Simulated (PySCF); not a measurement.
Spectrum to structure. Method used: TDDFT CAM-B3LYP/def2-SVPD, vertical, gas phase, core orbitals frozen in the response in PySCF 2.14.0, density-fitted response routines. Geometries: PBE0-D3(BJ)/def2-SVP, one conformer each.

| state | E (eV) | f | main configurations (H = HOMO, L = LUMO) |
| --- | --- | --- | --- |
| S1 | 5.30 | 0.0016 | H→L (34%), H→L+2 (24%), H→L+1 (24%) |
| S2 | 5.77 | 0.038 | H→L+1 (65%), H→L (22%), H→L+2 (8%) |
| S3 | 6.33 | 0.013 | H→L (42%), H→L+2 (42%) |
| S4 | 6.84 | 0.030 | H→L+3 (44%), H→L+4 (37%) |
| S5 | 7.29 | 0.015 | H→L+5 (48%), H→L+6 (19%), H→L+4 (19%) |
| S6 | 7.57 | 0.0092 | H→L+5 (30%), H→L+6 (27%), H→L+3 (9%) |
| S7 | 7.76 | 0.0026 | H-2→L (64%), H-1→L (20%) |
| S8 | 7.88 | 0.021 | H→L+4 (22%), H→L+6 (20%), H→L+3 (18%) |
| S9 | 8.06 | 0.053 | H-1→L (39%), H-2→L (22%), H-1→L+2 (11%) |
| S10 | 8.15 | 0.037 | H→L+7 (58%) |

Triplets computed (Tamm–Dancoff): 4.86, 5.41, 6.11, 6.59 eV.

Problem. Which structure fits?
A. `C1OCCCO1`
B. `S(B(O)O)C`
C. `OB(O)CS`
D. `S=C(C)O`

Solution. C. Its S1 lies at 5.30 eV; the nearest of the others has S1 at 5.85 eV. S1 is HOMO→LUMO (34%), HOMO→LUMO+2 (24%), HOMO→LUMO+1 (24%). Löwdin shares by element: HOMO sulfur 73%, carbon 12%, hydrogen 6% or more, boron 4%; LUMO boron 35%, oxygen 31%, hydrogen 11% or more (atoms not listed hold the other 22%). At the same level the other candidates give, for their lowest levels:
- `C1COCOC1`: 7.66 eV (f 0.000); 7.79 eV (f 0.029); 8.26 eV (f 0.000); 8.40 eV (f 0.114); 8.42 eV (f 0.004); T1 7.53 eV; HOMO -9.23, LUMO 1.33 eV
- `CSB(O)O`: 5.85 eV (f 0.000); 6.28 eV (f 0.021); 7.25 eV (f 0.081); 7.41 eV (f 0.017); 7.76 eV (f 0.050); T1 5.42 eV; HOMO -8.58, LUMO 0.58 eV
- `CC(O)=S`: 3.43 eV (f 0.000); 5.54 eV (f 0.183); 6.21 eV (f 0.142); 6.83 eV (f 0.012); 6.96 eV (f 0.020); T1 3.08 eV; HOMO -8.17, LUMO -0.50 eV

The values belong to the conformer `[OH:1][B:2]([OH:3])[CH2:4][SH:5]`: O1–B2–C4–S5 -75°, H–O1–B2–O3 -2°, H–O3–B2–O1 3°, H–S5–C4–B2 59°.
